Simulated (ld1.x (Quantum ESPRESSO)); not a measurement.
## u(r) = r·R(r): atom against pseudo-atom (Pt (Z = 78))

Columns: radius, all-electron u(r) and pseudo u(r) of the 5d shell (level -8.13 eV) of platinum in the configuration [Kr] 4d10 4f14 5s2 5p6 5d9 6s0 6p1; Wu–Cohen, scalar-relativistic, ultrasoft scheme, ld1.x (Quantum ESPRESSO) 7.5.

```
r (bohr)  all-electron  pseudo
   0.090        0.2542  0.0023
   0.180        0.0704  0.0174
   0.270       -0.2797  0.0552
   0.360       -0.3975  0.1204
   0.450       -0.2958  0.2114
   0.540       -0.0866  0.3211
   0.630        0.1462  0.4385
   0.720        0.3578  0.5519
   0.810        0.5301  0.6510
   0.900        0.6596  0.7294
   0.990        0.7494  0.7852
   1.080        0.8057  0.8204
   1.170        0.8351  0.8388
   1.260        0.8439  0.8441
   1.350        0.8373  0.8373
   1.440        0.8198  0.8198
   1.530        0.7945  0.7945
   1.620        0.7641  0.7641
   1.710        0.7305  0.7305
   1.800        0.6951  0.6951
   1.890        0.6590  0.6590
   1.980        0.6230  0.6230
   2.070        0.5875  0.5875
   2.160        0.5529  0.5529
   2.250        0.5196  0.5196
   2.340        0.4876  0.4876
```

(1) How many radial nodes do the two functions have?

(2) At about which radius was the pseudo-wave matched?

(3) Where does each function peak?

(4) Is the pseudo-wave norm-conserving?

## Answers

(1) The all-electron 5d function has n − l − 1 = 2; the pseudo-wave has 0, since the states of the same l below it are removed with the core.

(2) 1.30 bohr, where the columns begin to agree (steps of 0.09 bohr).

(3) Outermost all-electron maximum near 1.26 bohr, pseudo maximum near 1.26 bohr (to the table’s step).

(4) No, it belongs to an ultrasoft set: the norm inside the radius is not constrained, and the difference is carried by the augmentation charge.
